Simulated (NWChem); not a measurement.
System meant: AlHOClF; SMILES [OH][Al]([F])[Cl]

Input file for NWChem:

```
start job
memory heap 200 mb stack 900 mb global 1100 mb
geometry units angstroms noautoz
  Al    -0.053295     0.390083     0.000000
  F      1.326150     1.304637     0.000000
  Cl     0.111558    -1.678090     0.000000
  O     -1.579947     1.094978     0.000000
  H     -1.772362     2.033678     0.000000
end
basis spherical
  Al library def2-svp
  F library def2-svp
  Cl library def2-svp
  O library def2-svp
  H library def2-svp
end
dft
  odft
  mult 2
  xc xpbe96 cpbe96
  iterations 150
  mulliken
end
task dft energy
```

End of the output:

```
 Summary of "ao basis" -> "" (spherical)
 ------------------------------------------------------------------------------
       Tag                 Description            Shells   Functions and Types
 ---------------- ------------------------------  ------  ---------------------
 Al                         def2-svp                 8       18   4s3p1d
 F                          def2-svp                 6       14   3s2p1d
 Cl                         def2-svp                 8       18   4s3p1d
 O                          def2-svp                 6       14   3s2p1d
 H                          def2-svp                 3        5   2s1p

  pbe96 is a nonlocal functional; adding pw91lda local functional.

                                 NWChem DFT Module
                                 -----------------

 Summary of "ao basis" -> "ao basis" (spherical)
 ------------------------------------------------------------------------------
       Tag                 Description            Shells   Functions and Types
 ---------------- ------------------------------  ------  ---------------------
 Al                         def2-svp                 8       18   4s3p1d
 F                          def2-svp                 6       14   3s2p1d
 Cl                         def2-svp                 8       18   4s3p1d
 O                          def2-svp                 6       14   3s2p1d
 H                          def2-svp                 3        5   2s1p

      Symmetry analysis of basis
      --------------------------

        a'         50
        a"         19

  number of electrons :                   48
  multiplicity        :                    2
 ------------------------------------------------------------------------
  no. of electrons and multiplicity not compatible                  48
 ------------------------------------------------------------------------
 ------------------------------------------------------------------------
  current input line :
    24: task dft energy
 ------------------------------------------------------------------------
 ------------------------------------------------------------------------
 There is an error in the input file
 ------------------------------------------------------------------------
 For more information see the NWChem manual at https://nwchemgit.github.io

0: no. of electrons and multiplicity not compatible:Received an Error in Communication
```

### Question
What is wrong, and how is it mended?

### Answer
The input was rejected before any calculation. Cause: the multiplicity doesn't fit the number of electrons (an even count wants an odd multiplicity, and the reverse). This input runs:
```
start job
memory heap 200 mb stack 900 mb global 1100 mb
geometry units angstroms noautoz
  Al    -0.053295     0.390083     0.000000
  F      1.326150     1.304637     0.000000
  Cl     0.111558    -1.678090     0.000000
  O     -1.579947     1.094978     0.000000
  H     -1.772362     2.033678     0.000000
end
basis spherical
  Al library def2-svp
  F library def2-svp
  Cl library def2-svp
  O library def2-svp
  H library def2-svp
end
dft
  xc xpbe96 cpbe96
  iterations 150
  mulliken
end
task dft energy
```
It converges to -877.63280 Ha (PBE/def2-SVP).
